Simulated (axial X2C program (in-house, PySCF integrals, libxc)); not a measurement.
## Spin–orbit effects down a group: molecules with Be, PBE0

Calculated with an axial X2C code built on PySCF integrals, spin-free (one-electron X2C) or two-component (2c: spin–orbit coupling with atomic mean-field Coulomb and Gaunt terms, which also bring small scalar terms), in Dyall basis sets with cores contracted in-house; open shells are unrestricted.

Basis sets: Ba dyall-cv3z, Be dyall-cv3z, Ca dyall-cv3z, Sr dyall-cv3z.

```csv
molecule,spin-free state,Re (Å),ωe (cm⁻¹),De (eV),2c state,Re 2c (Å),ωe 2c (cm⁻¹),De 2c (eV)
BeCa,"M_S = 0, Λ = 0",3.344,166.3,0.24,Ω = 0,3.345,166.2,0.24
BeSr,"M_S = 0, Λ = 0",3.535,147.3,0.22,Ω = 0,3.535,147.3,0.22
BeBa,"M_S = 1, Λ = 1",3.000,298.9,n/a,Ω = 2,3.001,298.9,n/a
```

Each entry is the lowest single determinant of a limited PBE0 search at one distance. De goes to single-determinant-based atoms at the same level (for ions the charge split of lowest energy) and is withheld (n/a) where an atom does not fit its ground term or J level. Main or longest-lived isotopes. One determinant is a doubtful description, or other states lie close, for BeBa; these need not be ground states, and all values refer to the states named. Some open-shell Ω = 0 determinants are out of reach, so the Ω given for BeBa need not be the lowest component. With several unpaired electrons the Ω given is that of one determinant, not necessarily of the lowest component. The functionals have no current term, which raises determinants with orbital currents.
